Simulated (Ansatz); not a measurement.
The multiplicity is imposed and other spin states were not computed.

Species: [Au(H2O)(CH3)] (charge 0, multiplicity 1), formula CH$_{5}$AuO.

### Question
How many basis functions does Ansatz (a quantum-chemistry and plane-wave program) with frozen-core CCSD(T)/def2-TZVPP // PBE-D3(BJ)/def2-SVP use, how many core orbitals are frozen, and how many electrons are correlated?

### Answer
188 basis functions and 2 frozen orbitals, which leaves 34 correlated electrons. Core time is of the order of minutes.
